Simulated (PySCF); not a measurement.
Al(H)2(OSiH3) (AlH₅OSi), SMILES [SiH3][O][AlH2]. Atoms are numbered in the order given.

```xyz
8

Al    -0.3114     0.3134     1.6817
H     -1.8319     0.5366     2.0473
H      0.8675     0.3620     2.7304
O      0.0823     0.0048     0.0758
Si     0.2465    -0.2789    -1.5142
H      1.1236     0.7545    -2.1255
H     -1.0766    -0.2431    -2.1939
H      0.8559    -1.6181    -1.7295
```

Geometry: PBE0-D3(BJ)/def2-TZVP.

These are PBE0/pcJ-1 run with PySCF values and carry that method's errors.

Isotropic couplings with Fermi-contact, spin-dipole and both spin-orbit terms, one fixed conformer, no vibrational averaging. Isotopes: 1H, 29Si.

```csv
pair,bonds apart,J (Hz)
Si5–H6,1,___
Si5–H7,1,___
Si5–H8,1,___
H2–H3,2,59.6
H6–H7,2,___
H6–H8,2,___
H7–H8,2,___
H2–Si5,3,-0.8
H3–Si5,3,-2.4
H2–H7,4,-0.3
H3–H6,4,-0.6
H3–H8,4,-0.6
```

Task: Some entries are withheld; supply them. (The exact figures need the calculation; the answer reports its results.)

Result: 
- Si5–H6, J (Hz): -214.7
- Si5–H7, J (Hz): -211.6
- Si5–H8, J (Hz): -214.6
- H6–H7, J (Hz): 11.3
- H6–H8, J (Hz): 10.0
- H7–H8, J (Hz): 11.3
